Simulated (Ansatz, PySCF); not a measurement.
Process, species as SMILES: C[C@@H]1CC[C@H](C)C1 + 7 [H][H] (H2) → 7 C (CH4)
Structures are relaxed separately at B3LYP-D3(BJ)/def2-TZVP in Ansatz (a quantum-chemistry and plane-wave program), one conformer each, not searched for the lowest. Frequencies are from Ansatz or PySCF.

Property: energy of full hydrogenation (0 K, with B3LYP-D3(BJ) harmonic zero-point energies), in kJ/mol. Correlated levels leave the core frozen unless marked. No spin-orbit coupling. No relativistic terms. CBS(X,Y): correlation extrapolated as X^-3; Hartree-Fock from the larger set. [CCSD(T)-MP2]/basis is that difference in the basis named.

```tsv
level	program	energy of full hydrogenation (kJ/mol)
SVWN5/def2-TZVPD	Ansatz	-348.2
BLYP-D3(BJ)/def2-TZVPD	Ansatz + dftd3	-382.6
revPBE-D3(BJ)/def2-TZVPD	Ansatz + dftd3	-346.8
revPBE-D4/def2-TZVPD	Ansatz + dftd4	-324.6
r2SCAN/def2-TZVPD	Ansatz	-391.2
PBE0-D3(BJ)/def2-TZVPD	Ansatz + dftd3	-382.5
PBE0-D4/def2-TZVPD	Ansatz + dftd4	-381.4
PBE0/def2-TZVPD	Ansatz	-408.6
r2SCANh-D4/def2-TZVPD	Ansatz + dftd4	-386.9
LC-wPBE/def2-TZVPD	Ansatz	…
SCS-MP2/cc-pVDZ	Ansatz	-365.7
CCSD/aug-cc-pVTZ	Ansatz	…
CCSD/cc-pVTZ	Ansatz	-404.7
CCSD(T) with core electrons/cc-pwCVTZ	Ansatz	…
RI-MP2/CBS(aug-cc-pVTZ,aug-cc-pVQZ)+[CCSD(T)-MP2]/aug-cc-pVTZ	Ansatz	-372.3
```

Question: Some entries are withheld; supply them.

Answer: 
- LC-wPBE/def2-TZVPD, energy of full hydrogenation (kJ/mol): -403.8
- CCSD/aug-cc-pVTZ, energy of full hydrogenation (kJ/mol): -398.3
- CCSD(T) with core electrons/cc-pwCVTZ, energy of full hydrogenation (kJ/mol): -381.1
